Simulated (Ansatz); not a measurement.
Computed with Ansatz on PBE0-D4/def2-TZVP structures; ΔE is electronic, products minus reactants. CCSD(T)/CBS adds triple-zeta CCSD(T) − MP2 to the extrapolated MP2 energy (def2 sets, frozen cores). This one scheme is used for every species. Functionals use def2-TZVPP. HSE06 is defined as in plane-wave codes. def2 core potentials past Kr. For Sn outer-core shells are correlated without core-valence functions, which leaves a few kJ/mol of doubt a bond. Each species was taken in one conformer, which may not be the lowest.

Reaction (hydrogenolysis of the Sn–F bond): `[F][Sn]([SH])([Cl])[Cl]` + H₂ → `[SH][SnH]([Cl])[Cl]` + H–F

CCSD(T)/CBS gives +29.1 kJ/mol.

Another level gave +21.3 kJ/mol. Which?
A. SCS-MP2/def2-TZVPP
B. BLYP-D4/def2-TZVPP
C. B97M-V/def2-TZVPP
D. HSE06/def2-TZVPP

D. HSE06 21.3, BLYP-D4 44.1, B97M-V 36.9, SCS-MP2/def2-TZVPP 28.4 kJ/mol.

Largest T1 diagnostic among the species: 0.012.

From PBE to PBE0 (25 % exact exchange), in def2-TZVPP and without D4, ΔE moves by −10.1 kJ/mol. In def2-TZVPP, CCSD(T) changes the Hartree–Fock value by +4.7 kJ/mol (the triples alone add +4.3 kJ/mol) and MP2 by +7.4 kJ/mol. Leaving LDA and LC-ωPBE aside and taking each functional with its dispersion term where it has one, the values, not all of them listed here, spread over 22.9 kJ/mol, from PBE-QIDH to BLYP-D4. LDA lies −11.5 kJ/mol from PBE without D4.

CCSD(T)/CBS has its own doubt, a few kJ/mol and more with outer-core shells, so smaller differences from it don't rank the levels.
